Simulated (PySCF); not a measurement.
## Spinor energies of B²⁺ (boron, charge +2)

Start: [He] 2p1; 2p3/2 filled at m_j = +3/2. Calculated with PySCF 2.14 in x2c-SVPall-2c with one added diffuse shell of s type (4s2p1d, 15 functions): generalised Hartree-Fock with the X2C-1e Hamiltonian and a Gaussian nucleus; one run each with spin-orbit coupling (SO) switched off, then screened by Boettger's factors. This is a chosen level, not necessarily the ground level.

```json
{"spinor shell": "1s1/2", "electrons": "2", "ε, spin-free (eV)": "-239.39", "ε, screened SO (eV)": "-239.40", "weight of nominal j (screened SO)": "1.000", "rms radius, screened SO (bohr)": "0.379"}
{"spinor shell": "2p3/2", "electrons": "1", "ε, spin-free (eV)": "-31.646", "ε, screened SO (eV)": "-31.645", "weight of nominal j (screened SO)": "1.000", "rms radius, screened SO (bohr)": "1.77"}
```

| quantity | spin-free | screened SO |
| --- | --- | --- |
| E (hartree) | -23.14489 | -23.14484 |
| M_J | 3/2 | 3/2 |
| ⟨J²⟩ | 3.750 | 3.750 |
| ⟨L²⟩ | 2.000 | 2.000 |
| ⟨S²⟩ | 0.750 | 0.750 |

Each row is a mean over spinors that exchange with the open shell spreads, by up to 0.616 eV (1s1/2).

Without spin-orbit coupling the j labels of p, d and f shells carry no meaning; the spin-free column gives the mean over the occupied spinors of each nl shell.
